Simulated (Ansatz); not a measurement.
```yaml
crystal:
  periodic: [false, false, false]
  atoms:
    - {symbol: F, position_ang: [0.116444, 1.969172, 1.515400]}
    - {symbol: C, position_ang: [1.006049, 1.584338, 0.695280]}
    - {symbol: C, position_ang: [0.285746, 1.201866, -0.595751]}
    - {symbol: F, position_ang: [1.445447, 0.874226, -1.575998]}
    - {symbol: F, position_ang: [-0.311116, 2.248535, -1.193568]}
    - {symbol: C, position_ang: [-0.520351, 0.041867, -0.490482]}
    - {symbol: O, position_ang: [0.035599, -1.104317, 0.251938]}
    - {symbol: C, position_ang: [-0.458123, -2.079103, 0.278161]}
    - {symbol: F, position_ang: [0.216385, -3.002604, 1.078630]}
    - {symbol: F, position_ang: [-0.950651, -2.710412, -0.822655]}
    - {symbol: F, position_ang: [-1.758230, -1.926512, 1.007064]}
    - {symbol: H, position_ang: [1.537303, 0.793598, 1.148392]}
    - {symbol: H, position_ang: [1.669111, 2.587932, 0.310892]}
    - {symbol: H, position_ang: [-1.528538, 0.300778, 0.079289]}
    - {symbol: H, position_ang: [-0.781049, -0.236279, -1.720512]}
basis:
  gaussian: {orbitals: "6-31++G**"}
total_charge: -1
magnetization: {spin_polarized: true, initial_magnetization: 1}
hamiltonian: {xc: {name: BLYP}, dispersion: d3bjatm}
accuracy: high
scf: {lower_state_search: light}
output: {forces: true}
```

```sh
$ ansatz run in.yaml --threads 4 --pin off --events-out ev --progress --plain --max-ram 46080MiB --backend cpu
```

It prints (some lines left out):

```
Functional definition: BLYP
5009 factors; integrals over basis functions are off by at most 5.9e-9 eV
mean field evaluation 1: about -22544.8795 eV, gradient 4.8e1 eV
mean field evaluation 2: about -22515.7083 eV, gradient 9.6e1 eV
mean field evaluation 4: about -22553.5811 eV, gradient 1.5e1 eV
mean field evaluation 8: about -22554.6347 eV, gradient 8.4e-1 eV
mean field evaluation 16: about -22554.6325 eV, gradient 4.7e-3 eV
mean field evaluation 32: about -22554.6325 eV, gradient 1.6e-6 eV
mean field -22554.63248622 eV, -828.8674557894 hartree, gradient 5.1e-8 eV, S^2 0.750438; 8 other end points of the search recorded, 0 dependent functions left out
reference -22554.63253949 eV, -828.8674577471 hartree; 46, 45 occupied and 187, 188 virtual orbitals, 5009 factors
Total energy: -22555.25693981 eV, -828.8904040358 hartree
Atom 0 at     0.116444     1.969172     1.515400 Å, force    -4.706160     2.461794     5.013123 eV/Å
Atom 1 at     1.006049     1.584338     0.695280 Å, force     3.997861     2.353431    -6.082844 eV/Å
Atom 2 at     0.285746     1.201866    -0.595751 Å, force     4.245380    -0.091668     1.002384 eV/Å
Atom 3 at     1.445447     0.874226    -1.575998 Å, force    -0.391672     0.037555     0.315222 eV/Å
Atom 4 at    -0.311116     2.248535    -1.193568 Å, force    -0.895867     0.750058    -0.567734 eV/Å
Atom 5 at    -0.520351     0.041867    -0.490482 Å, force    -5.531799    -0.490378    -2.911068 eV/Å
Atom 6 at     0.035599    -1.104317     0.251938 Å, force    11.122256    18.134947    -1.528370 eV/Å
Atom 7 at    -0.458123    -2.079103     0.278161 Å, force   -10.737236   -16.959268     3.223697 eV/Å
Atom 8 at     0.216385    -3.002604     1.078630 Å, force     0.417082    -0.772728    -0.259427 eV/Å
Atom 9 at    -0.950651    -2.710412    -0.822655 Å, force     0.613462    -0.832992    -1.585103 eV/Å
Atom 10 at    -1.758230    -1.926512     1.007064 Å, force    -0.680708    -0.339473     0.687434 eV/Å
Atom 11 at     1.537303     0.793598     1.148392 Å, force     1.517633    -1.286956     0.263415 eV/Å
Atom 12 at     1.669111     2.587932     0.310892 Å, force    -0.841239    -2.310505     1.272928 eV/Å
Atom 13 at    -1.528538     0.300778     0.079289 Å, force     1.828723    -0.761471    -1.220575 eV/Å
Atom 14 at    -0.781049    -0.236279    -1.720512 Å, force     0.042283     0.107655     2.376918 eV/Å
Dipole moment:    -0.256006    -0.691095     0.317416 e Å
```

Hardware: 4 threads of an AMD EPYC 7R13 on a shared host. Wall time 49 s, peak host memory 2 GiB.
